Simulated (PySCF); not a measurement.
Mapped SMILES: `[CH3:1]/[CH:2]=[C:3](\[CH3:4])[SiH2:5][NH2:6]`. Each H is labelled by its parent atom.

GIAO PBE0/pcSseg-1 shifts (PySCF, gas phase, non-relativistic, equivalent atoms averaged), each against references optimised in the same way as the molecule (TMS, NH3).

On the GFN2-xTB geometry: C2 149.3, C3 140.3, C1 18.0, C4 15.2, Si5 -31.5, N6 7.8, H(C2) 6.39, H(Si5) 4.97, H(C4) 2.07, H(C1) 1.89, H(N6) -0.10 ppm.

**Question.** What changes on the PBE0-D3(BJ)/def2-SVP geometry?

**Answer.** 
```json
{"atoms": "C2", "δ (ppm)": "147.7", "change": "-1.6"}
{"atoms": "C3", "δ (ppm)": "141.7", "change": "+1.4"}
{"atoms": "C1", "δ (ppm)": "16.4", "change": "-1.6"}
{"atoms": "C4", "δ (ppm)": "15.5", "change": "+0.3"}
{"atoms": "Si5", "δ (ppm)": "-24.9", "change": "+6.6"}
{"atoms": "N6", "δ (ppm)": "9.9", "change": "+2.1"}
{"atoms": "H(C2)", "δ (ppm)": "6.26", "change": "-0.13"}
{"atoms": "H(Si5)", "δ (ppm)": "4.79", "change": "-0.18"}
{"atoms": "H(C4)", "δ (ppm)": "1.99", "change": "-0.08"}
{"atoms": "H(C1)", "δ (ppm)": "1.82", "change": "-0.07"}
{"atoms": "H(N6)", "δ (ppm)": "-0.02", "change": "+0.08"}
```

Bonds between heavy atoms that differ most (equivalent bonds averaged): C2–C3 1.331 → 1.348 Å, C3–Si5 1.885 → 1.873 Å, Si5–N6 1.727 → 1.736 Å, C3–C4 1.506 → 1.502 Å, C1–C2 1.495 → 1.493 Å. Mean change of bonds to hydrogen: C–H +0.013 Å, Si–H +0.032 Å, N–H +0.006 Å.
